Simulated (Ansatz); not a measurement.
CuB₆⁻. Total charge -1; singlet. Geometry PBE-D4/def2-SVPD, basis def2-TZVPD, Ansatz.

Cartesian coordinates in Å:
```
Cu -1.7939 1.7370 -1.5273
B -0.5881 -1.0997 -0.2394
B 0.3811 -1.4817 1.0360
B -0.0779 0.1020 0.8161
B 1.5148 -0.3402 1.0015
B -0.5236 0.4961 -0.7964
B 1.0877 0.5865 -0.2906
```

```json
{"run": "A", "HOMO (eV)": "-0.67", "LUMO (eV)": "1.14"}
{"run": "B", "HOMO (eV)": "-1.44", "LUMO (eV)": "1.82"}
{"run": "C", "HOMO (eV)": "-1.06", "LUMO (eV)": "1.49"}
{"run": "D", "HOMO (eV)": "-1.52", "LUMO (eV)": "1.94"}
{"run": "E", "HOMO (eV)": "-0.80", "LUMO (eV)": "1.31"}
```

HSE06 is defined as in plane-wave codes, on full-range PBE exchange. No other spin state of charge -1 was run. Another isomer (singlet) lies 0.32 eV lower at PBE0-D4/def2-TZVPD; other spin states weren't run for this one.

Task: The runs used HSE06, PBE, PBE0, r2SCAN, r2SCAN0. Estimate which is which.

Result: A PBE (0 % exact exchange); B PBE0 (25 % exact exchange); C HSE06 (range-separated); D r2SCAN0 (25 % exact exchange); E r2SCAN (0 % exact exchange). Exact exchange lowers occupied and raises empty levels; among semilocal functionals meta-GGAs tend to open the gap a little, and such runs are hard to tell apart. The gap grows from 1.81 eV (PBE) to 3.46 eV (r2SCAN0). The restricted singlet is unstable towards broken spin symmetry in Hartree–Fock (as tested in another run); at PBE-D4/def2-TZVPD, PBE0-D4/def2-TZVPD, HSE06-D4/def2-TZVPD, r2SCAN0-D4/def2-TZVPD and others this wasn't settled.
